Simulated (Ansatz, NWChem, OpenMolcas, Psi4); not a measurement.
**A small benchmark: dipole moment**

6 molecules holding an element past argon; the dipole moment in D, computed less measured. Shapes, held fixed at every level: PBE0-D4/def2-TZVP. No vibrational averaging. Dipoles are compared by magnitude; molecules under 1 D, whose direction can flip, are left out. Programs: Ansatz 0.2.0, NWChem 7.3.0, OpenMolcas 26.06, Psi4 1.11. A level may come from different programs for different species; with the same settings they agree closely. Measured values: NIST CCCBDB.

Levels: A = HF/STO-3G; B = r2SCAN-D4/def2-TZVPP; C = B3LYP/6-31G* (spherical functions); D = B3LYP-D4/def2-TZVPP.

```csv
molecule,measured,A,B,C,D
BrF (bromine fluoride),1.42,-1.35,-0.17,-0.09,-0.02
AsF3 (arsenic trifluoride),2.59,-1.32,-0.28,-0.32,-0.06
CH2Br2 (dibromomethane),1.43,+0.14,+0.10,+0.21,+0.06
CH3Br (bromomethane),1.81,-0.13,+0.14,+0.20,+0.08
CHBrF2 (bromodifluoromethane),1.50,-0.16,-0.14,-0.11,-0.13
C2H3Br (vinyl bromide),1.42,-0.02,+0.03,+0.12,0.00
```

**Question.** Sum up the errors.

**Answer.** 
| level | kind | mean error | mean absolute error | worst case |
| --- | --- | --- | --- | --- |
| HF/STO-3G | Hartree–Fock | -0.473 | 0.520 | BrF |
| r2SCAN-D4/def2-TZVPP | meta-GGA | -0.053 | 0.143 | AsF3 |
| B3LYP/6-31G* (spherical functions) | global hybrid | +0.002 | 0.175 | AsF3 |
| B3LYP-D4/def2-TZVPP | global hybrid | -0.012 | 0.058 | CHBrF2 |

On this set B3LYP-D4/def2-TZVPP has the smallest mean absolute error and HF/STO-3G the largest. HF/STO-3G is too low in 5 of 6. Relativity is left out for As, Br. The set is small.
